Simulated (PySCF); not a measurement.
A calculated (BP86, PySCF 2.14, pcseg-2, the non-relativistic Hamiltonian (point nucleus)) atom or ion has these occupied shells.

```tsv
shell	electrons	orbital energy (eV)	rms radius, mean of both spins (bohr)
1s α	1	-6383.2	0.0713
1s β	1	-6383.1	0.0713
2s α	1	-740.99	0.307
2s β	1	-738.82	0.307
2p α	3	-636.05	0.275
2p β	3	-634.40	0.275
3s α	1	-93.895	0.925
3s β	1	-88.788	0.925
3p α	3	-64.021	0.988
3p β	3	-58.981	0.988
3d α	5	-16.641	1.33
4s α	1	-12.625	2.94
```

Q: Name the element and its charge.

A: Mn⁺ (manganese, charge +1), in [Ar] 3d5 4s1, high-spin 7S determinant.
